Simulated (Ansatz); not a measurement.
`COB(O)O` → `BOC(O)O`  (isomerisation)

Calculated with Ansatz (gas phase, PBE0-D4/def2-TZVP geometries, no zero-point term in ΔE). CCSD(T)/CBS adds triple-zeta CCSD(T) − MP2 to the extrapolated MP2 energy (def2 sets, frozen cores). DFT in def2-TZVPP. One conformer a species, not always the lowest.

CCSD(T)/CBS gives +338.6 kJ/mol.

Task: Another level gave +338.8 kJ/mol. Which?
A. PBE-D4/def2-TZVPP
B. ωB97M-V/def2-TZVPP
C. SCS-MP2/def2-TZVPP
D. MP2/def2-TZVPP

Result: C. SCS-MP2/def2-TZVPP 338.8, PBE-D4 322.9, ωB97M-V 333.3, MP2/def2-TZVPP 343.3 kJ/mol.

Largest T1 diagnostic among the species: 0.013.

From PBE to PBE0 (25 % exact exchange), in def2-TZVPP and without D4, ΔE moves by +8.0 kJ/mol.
